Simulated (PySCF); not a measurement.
Job file and geometry (Å, from GFN2-xTB) of an NMR shielding run on SMILES CO[C@@H]1[SiH2][C@]1(F)C(F)F, C₄H₇F₃OSi, GIAO PBE0/pcSseg-1 NMR shielding, non-relativistic, gas phase in PySCF; density fitting, a coarse starting grid and PySCF grid level 2 are the driver's defaults:

```
$ OMP_NUM_THREADS=1 python probes_run.py task.json out

{"job": {"kind": "nmr", "xc": "PBE0", "basis": "pcSseg-1"}, "charge": 0, "multiplicity": 1}
C      2.197940    -0.938243     0.368625
O      0.815501    -0.991931     0.116906
C      0.323775     0.167177    -0.481469
Si    -0.108498     1.745876     0.508869
C     -1.177531     0.400255    -0.319719
F     -1.837544     0.607423    -1.510810
C     -1.926542    -0.608432     0.516315
F     -1.378727    -0.669198     1.753181
F     -3.211682    -0.219727     0.704168
H      2.441155    -0.092873     1.024947
H      2.767300    -0.837616    -0.563099
H      2.459129    -1.873652     0.858091
H      0.660258     0.289462    -1.514967
H     -0.073930     1.675549     1.950900
H     -0.020937     2.978035    -0.246222
H     -1.937265    -1.623161     0.090356
```

**Question.** Write the output of this run.

**Answer.** 
```
coarse grid: 14656 points
cycle   1  E = -819.8540145252  dE =  1.279e+00  |g| = 8.931e-01  |ddm| = 3.580e+00
cycle   2  E = -819.6891195692  dE =  1.649e-01  |g| = 1.359e+00  |ddm| = 1.595e+00
cycle   3  E = -819.9884756354  dE = -2.994e-01  |g| = 8.527e-02  |ddm| = 1.057e+00
cycle   4  E = -819.9893516127  dE = -8.760e-04  |g| = 5.328e-02  |ddm| = 9.900e-02
cycle   5  E = -819.9898812874  dE = -5.297e-04  |g| = 8.978e-03  |ddm| = 4.413e-02
cycle   6  E = -819.9898932589  dE = -1.197e-05  |g| = 2.690e-03  |ddm| = 7.989e-03
cycle   7  E = -819.9898947212  dE = -1.462e-06  |g| = 5.650e-04  |ddm| = 2.781e-03
final grid: 140384 points
cycle   8  E = -820.0726826529  dE = -4.597e-05  |g| = 1.187e-02  |ddm| = 2.782e-02
cycle   9  E = -820.0726518178  dE =  3.084e-05  |g| = 1.788e-02  |ddm| = 1.977e-02
cycle  10  E = -820.0727090676  dE = -5.725e-05  |g| = 1.158e-03  |ddm| = 1.185e-02
cycle  11  E = -820.0727093350  dE = -2.673e-07  |g| = 2.684e-04  |ddm| = 1.084e-03
cycle  12  E = -820.0727093500  dE = -1.509e-08  |g| = 6.920e-05  |ddm| = 2.341e-04
cycle  13  E = -820.0727093508  dE = -7.331e-10  |g| = 2.595e-05  |ddm| = 7.402e-05
converged SCF energy = -820.0727093508

GIAO shielding tensors (ppm)
atom      isotropic    diamagn.    paramagn.     s11        s22        s33       span
  0 C      123.852     244.236    -120.384     90.260     98.560    182.737     92.476
  1 O      320.229     397.572     -77.343    289.741    302.135    368.812     79.071
  2 C      113.959     251.814    -137.856     67.797     92.491    181.587    113.790
  3 Si     480.463     881.592    -401.129    399.818    418.118    623.453    223.635
  4 C       97.913     250.596    -152.683     48.877     79.481    165.380    116.503
  5 F      401.304     472.018     -70.714    351.157    405.140    447.615     96.458
  6 C       67.411     240.044    -172.633     51.818     67.435     82.980     31.162
  7 F      311.156     475.666    -164.510    219.751    334.428    379.289    159.538
  8 F      309.344     468.083    -158.739    206.681    344.106    377.246    170.564
  9 H       28.608      29.563      -0.955     24.948     27.075     33.802      8.854
 10 H       28.265      28.649      -0.384     24.364     25.500     34.931     10.568
 11 H       27.822      28.505      -0.682     23.538     25.127     34.802     11.264
 12 H       27.457      31.830      -4.373     23.461     27.207     31.703      8.241
 13 H       28.256      30.305      -2.049     23.632     26.861     34.275     10.643
 14 H       28.685      30.084      -1.399     23.937     25.816     36.302     12.365
 15 H       24.999      27.975      -2.976     21.361     25.426     28.211      6.851
```

**Question.** Turn these shieldings into chemical shifts. Chemical shifts δ = σref − σ; ¹³C (σref 186.93), ²⁹Si (σref 349.16), ¹H (σref 31.72) against TMS; H2O for ¹⁷O (σref 336.08); CFCl3 for ¹⁹F (σref 170.95), all at this level.

**Answer.** Averaging equivalent atoms: C 6: 119.5; C 4: 89.0; C 2: 73.0; C 0: 63.1; O 1: 15.9; Si 3: -131.3; F 8: -138.4; F 7: -140.2; F 5: -230.4; H 15: 6.72; H 12: 4.26; H 9/10/11: 3.49; H 13: 3.46; H 14: 3.03 ppm. Unscaled 19F shifts against computed CFCl3 carry errors that often reach 10 to 50 ppm. Experimental scales use liquid or dissolved standards, which lie at an offset from isolated H2O (liquid H2O: subtract about 36 ppm).

Size and cost of the density-fitted run: 195 basis functions, 59 s wall time on 1 thread of an Arm Neoverse N1, shared host; peak memory 0.86 GiB.
